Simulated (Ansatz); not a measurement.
A run for Ansatz (a first-principles code): R-SVWN5/def2-TZVPP on Cl6Ga2 (SMILES [Cl][Ga-]1([Cl])[Cl+][Ga-]([Cl])([Cl])[Cl+]1).

Ansatz 0.2 input:
```yaml
crystal:
  periodic: [false, false, false]
  atoms:
    - {symbol: Ga, position_ang: [1.65969345, -0.00127203, 0.00143044]}
    - {symbol: Ga, position_ang: [-1.65931663, 0.00153107, -0.00098833]}
    - {symbol: Cl, position_ang: [0.00135728, 1.67087459, 0.00504055]}
    - {symbol: Cl, position_ang: [-0.00153583, -1.67086581, -0.00194683]}
    - {symbol: Cl, position_ang: [2.66216748, -0.00639545, 1.88909220]}
    - {symbol: Cl, position_ang: [2.66072823, 0.00162953, -1.88701668]}
    - {symbol: Cl, position_ang: [-2.66495279, -0.00159338, 1.88499880]}
    - {symbol: Cl, position_ang: [-2.65814119, 0.00609148, -1.89061016]}
basis:
  gaussian:
    orbitals: def2-TZVPP
hamiltonian:
  xc: {name: SVWN5}
scf: {lower_state_search: off}
```

It printed:

```
WARN ansatz: RAYON_NUM_THREADS=4 ignored (pool sized by the plan → 4); use --threads N
Functional definition: SVWN5
these checks for a lower state are left out or cut short: stability, starts, cluster_reference, orbital_swaps, neighbouring_geometries, increment
integrals: 0.74 GiB planned
2500 factors; their error is unknown
mean field: 2.94 GiB planned
mean field evaluation 1: about -179495.0791 eV, gradient 6.1e1 eV
mean field evaluation 2: about -179485.8373 eV, gradient 1.1e2 eV
mean field evaluation 4: about -179499.2717 eV, gradient 3.3e0 eV
mean field evaluation 8: about -179499.2988 eV, gradient 9.0e-2 eV
mean field evaluation 16: about -179499.2314 eV, gradient 1.7e-5 eV
mean field -179499.23143374 eV, -6596.4750862409 hartree, gradient 3.3e-6 eV, S^2 0.000000; 0 other end points of the search recorded, 0 dependent functions left out
reference -179499.23148238 eV, -6596.4750880284 hartree; 82, 82 occupied and 266, 266 virtual orbitals, 2500 factors
Total energy: -179499.23148238 eV, -6596.4750880284 hartree
Checks for a lower state left out: stability, starts, cluster_reference, orbital_swaps, neighbouring_geometries, increment
```

The run converged.

Cost: around 17 core-seconds (rough).
